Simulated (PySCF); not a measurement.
Compound: C₆H₁₃Si (charge +1).
Z-matrix (Å and degrees, GFN2-xTB geometry), rows numbered from 1:
```
C 
C   1  1.3295
C   2  1.4971  1  123.33
C   3  1.5453  2  106.47  1    95.16
Si  4  1.9019  3  105.37  2   -35.95
C   5  1.8870  4  119.10  3   -82.40
C   5  1.8858  4  120.23  3   103.25
H   1  1.0774  2  121.84  3     9.97
H   1  1.0760  2  121.76  3  -176.63
H   2  1.0814  1  120.27  3   175.24
H   3  1.0898  2  110.09  1   -24.15
H   3  1.0886  2  111.39  1  -144.40
H   4  1.0933  3  109.63  2    83.21
H   4  1.0912  3  110.71  2  -159.58
H   6  1.0904  5  112.19  4    14.26
H   6  1.0898  5  111.83  4   135.45
H   6  1.0894  5  110.85  4  -105.48
H   7  1.0889  5  110.80  4    94.21
H   7  1.0895  5  111.64  4  -146.70
H   7  1.0900  5  112.28  4   -25.66
```

Vertical excitations from PySCF (density fitting, frozen core in the response, grid level 2 and gas phase unless stated; continuum runs use non-equilibrium linear response for the excitations) on a GFN2-xTB geometry. Reference run:

```
                              settings    S1, eV (f)    S2, eV (f)    S3, eV (f)    S4, eV (f)    S5, eV (f)    S6, eV (f)  T1, eV (Tamm–Dancoff)  mean α (au)
PBE0/def2-SVPD, full TDDFT, 6 singlets  5.10 (0.072)  5.45 (0.023)  5.97 (0.001)  6.45 (0.008)  7.10 (0.028)  7.20 (0.044)                   4.33         90.9
```

Task: What do these settings give: PBE0/pcseg-1, grid level 4, start guess huckel, TDA, 3 singlets?

Result: 
| settings | S1, eV (f) | S2, eV (f) | S3, eV (f) | S4, eV (f) | S5, eV (f) | S6, eV (f) | T1, eV (Tamm–Dancoff) | mean α (au) |
| --- | --- | --- | --- | --- | --- | --- | --- | --- |
| PBE0/pcseg-1, grid level 4, start guess huckel, TDA, 3 singlets | 5.12 (0.089) | 5.45 (0.036) | 5.93 (0.002) | – | – | – | – | 84.3 |

S1 moves by +0.02 eV; basis and response scheme change together, so the shift can't be laid on one. States are counted by energy in each run and needn't keep their character from row to row.

Task: Give the leading configurations of S1 (H = HOMO, L = LUMO) and the HOMO–LUMO gap of each run.

Result: 
```csv
settings,S1 configurations (weight),S1 (eV),orbital gap (eV),S1 − gap (eV)
"PBE0/def2-SVPD, full TDDFT, 6 singlets",H→L 0.94,5.10,6.17,-1.07
"PBE0/pcseg-1, grid level 4, start guess huckel, TDA, 3 singlets",H→L 0.89,5.12,6.09,-0.97
```

One conformer stands for the species.
